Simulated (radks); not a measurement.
Problem. The mean radii <r> (bohr) of the occupied orbitals of an atom or ion are listed with their occupations. All-electron calculation, Dirac Kohn-Sham, exchange-only LDA, spin-unpolarised, spherical densities, finite nucleus; Fermi nuclear charge, rms radius of each element as measured or else 0.836 A^(1/3) + 0.57 fm. Program: a radial shooting solver on a logarithmic mesh with Libxc functionals.

orbital  occ.      <r>
1s1/2       2  0.02560
2s1/2       2   0.1093
2p1/2       2  0.09190
2p3/2       4  0.09788
3s1/2       2   0.2898
3p1/2       2   0.2792
3p3/2       4   0.2908
3d3/2       4   0.2606
3d5/2       6   0.2642
4s1/2       2   0.6237
4p1/2       2   0.6318
4p3/2       4   0.6508

Name the element and its charge. Open shells, if any, fill j = l - 1/2 first.

Solution. Z = 56, barium, charge +20: Ba20+ in [Kr]. The 1s radius gives Z: for a bare nucleus <r> = (2 gamma + 1)/(2Z) with gamma = sqrt(1 - (Z/c)^2), 0.02523 bohr for Z = 56, and screening makes it slightly larger (0.02560 here). The occupations add up to 36, and the charge is Z minus that.
